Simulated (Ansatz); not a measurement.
`[F][GaH][F]` + HI → `[F][GaH][I]` + H–F  (ligand exchange at a Ga–F bond)

Computed with Ansatz on PBE0-D4/def2-TZVP structures; ΔE is electronic, products minus reactants. CCSD(T)/CBS adds triple-zeta CCSD(T) − MP2 to the extrapolated MP2 energy (def2 sets, frozen cores). This one scheme is used for every species. Functionals use def2-TZVPP. Elements past krypton have def2 core potentials. For Ga, I outer-core shells are correlated without core-valence functions, which leaves a few kJ/mol of doubt a bond. Scalar relativity is left out up to krypton.

```json
{"species": "`[F][GaH][F]`", "revPBE-D4 energy (Eh)": "-2125.10520"}
{"species": "HI", "revPBE-D4 energy (Eh)": "-298.35063"}
{"species": "`[F][GaH][I]`", "revPBE-D4 energy (Eh)": "-2323.01459"}
{"species": "H–F", "revPBE-D4 energy (Eh)": "-100.45779"}
```

(1) Work out ΔE.

Largest T1 diagnostic among the species: 0.015.

Results:

(1) ΔE = (-2323.01459) + (-100.45779) − (-2125.10520) − (-298.35063) = -0.01655 Eh = -10.4 kcal/mol. CCSD(T)/CBS gives -11.7 kcal/mol.

The D4 term adds −1.3 kcal/mol with B3LYP and −0.7 kcal/mol with PBE0; it sums over pairs of atoms, weighted by their polarisabilities, and B3LYP, whose exchange is more repulsive, gets the larger term. From BLYP to BHLYP (50 % exact exchange), in def2-TZVPP and without D4, ΔE moves by −2.3 kcal/mol.

B3LYP here is the variant with VWN-RPA as its local correlation; programs differ in this.
